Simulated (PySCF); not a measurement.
**Frontier levels across methods**

Compound: F2H5NSi2.
Cartesian coordinates in Å at the PBE0-D3(BJ)/def2-SVP level; atoms count from 1:
```xyz
10
F2H5NSi2 angstrom
N      1.4983   -0.9936    0.1600
Si     0.7215    0.5437   -0.0470
Si    -1.5854    0.1411   -0.0336
F     -2.3727    1.4662   -0.5388
F     -2.0841   -0.1343    1.4841
H      1.3381   -1.7342   -0.5141
H      2.4555   -1.0229    0.4944
H      1.0614    1.3152   -1.2914
H      1.0745    1.4004    1.1238
H     -2.0571   -1.0029   -0.8637
```

Basis pcSseg-2 throughout (PySCF), one geometry. The structure is a single PBE0-D3(BJ)/def2-SVP conformer in the gas phase; no vibrational or solvent corrections.

Task: How do the orbital energies, the gap and the dipole change with the method?

Result: 
| method | kind | HOMO (eV) | LUMO (eV) | gap (eV) | μ (D) | SCF cycles |
| --- | --- | --- | --- | --- | --- | --- |
| BLYP | GGA | -6.24 | -1.53 | 4.71 | 3.34 | 14 |
| OPBE | GGA | -6.29 | -1.46 | 4.83 | 3.28 | 15 |
| PBE | GGA | -6.34 | -1.65 | 4.69 | 3.33 | 14 |
| B97-D | GGA | -6.34 | -1.47 | 4.87 | 3.31 | 14 |
| KT2 | GGA | -6.43 | -1.78 | 4.65 | 3.31 | 15 |
| KT3 | GGA | -6.44 | -1.71 | 4.74 | 3.30 | 15 |
| BP86 | GGA | -6.44 | -1.65 | 4.79 | 3.32 | 14 |
| LDA | LDA | -6.45 | -1.86 | 4.59 | 3.43 | 13 |
| B97-2 | global hybrid | -7.45 | -0.81 | 6.64 | 3.42 | 14 |
| B3LYP | global hybrid | -7.49 | -1.05 | 6.44 | 3.45 | 13 |
| PBE0 | global hybrid | -7.70 | -0.84 | 6.86 | 3.45 | 13 |
| mPW1PW91 | global hybrid | -7.74 | -0.83 | 6.91 | 3.45 | 13 |
| BHandHLYP | global hybrid | -8.99 | -0.06 | 8.93 | 3.57 | 11 |
| CAM-B3LYP | range-separated hybrid | -9.10 | 0.09 | 9.19 | 3.50 | 13 |
| wB97X-D | range-separated hybrid | -9.58 | 0.93 | 10.50 | 3.47 | 14 |
| LC-wPBE | range-separated hybrid | -10.42 | 1.25 | 11.68 | 3.48 | 14 |
| HF | Hartree–Fock | -10.95 | 1.94 | 12.88 | 3.65 | 10 |

The HOMO spans 4.71 eV, from BLYP down to HF, and the gap runs from 4.59 eV (LDA) to 12.88 eV (HF). Over the methods BLYP (0 %), OPBE (0 %), PBE (0 %), B97-D (0 %), KT2 (0 %), KT3 (0 %), BP86 (0 %), LDA (0 %), B97-2 (21 %), B3LYP (20 %), PBE0 (25 %), mPW1PW91 (25 %), BHandHLYP (50 %), HF (100 %), a straight line through the gap against the share of exact exchange rises by 0.82 eV for each 10 % (correlation coefficient 0.999). The dipole ranges from 3.28 D (OPBE) to 3.65 D (HF). This basis has no diffuse functions.
